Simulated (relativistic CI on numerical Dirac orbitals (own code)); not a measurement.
Crystal-field levels of Co⁺, 3d8

Calculated by Dirac-Coulomb-Breit CI, separate exchange-only KLI orbitals for each configuration, model QED, valence Slater integrals scaled by 0.8, one configuration in a parametric crystal field (own radial code).

Field parameters in Wybourne normalisation: D4h B²₀ = −7Ds, B⁴₀ = 21(Dq − Dt), B⁴₄ = 21√(5/14) Dq. The field is a parameter set, without covalency.

S is read from ⟨S²⟩ = S(S + 1).

Levels (cm⁻¹, degeneracy): 0 (1), 2 (2), 7120 (1), 7251 (1), 7278 (2), 7285 (1), 7473 (1), 8342 (1), 8357 (2), 10720 (1), 12792 (1), 13026 (1).

Problem. Which field gives this pattern?
A. D4h, 10Dq = 8250, Ds = -1500, Dt = -10 cm⁻¹
B. D4h, 10Dq = 8250, Ds = 1360, Dt = -10 cm⁻¹
C. D4h, 10Dq = 8250, Ds = -1090, Dt = -10 cm⁻¹
D. D4h, 10Dq = 8250, Ds = 3000, Dt = -10 cm⁻¹

Solution. A. D4h, 10Dq = 8250, Ds = -1500, Dt = -10 cm⁻¹, ground level with S = 1.00.
